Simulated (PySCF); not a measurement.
disilylmethane cation (CH8Si2), SMILES [SiH3]C[SiH3] (connectivity only; charge and spin as stated), charge +1, multiplicity 2.

Geometry optimised at PBE-D3(BJ)/def2-SVP. The spin state was assumed, not searched.

Computed with PySCF with SMD-ωB97X/6-31G*.

Solvation free energies are E(SMD) − E(gas) at the gas-phase geometry, for 1 M in both phases.

| solvent | ΔG(solv) (kcal/mol) | its non-electrostatic (CDS) part |
|---|---|---|
| water | -53.1 | 4.0 |
| ethylethanoate | -48.2 | 0.0 |
| ethanol | -55.5 | -0.1 |
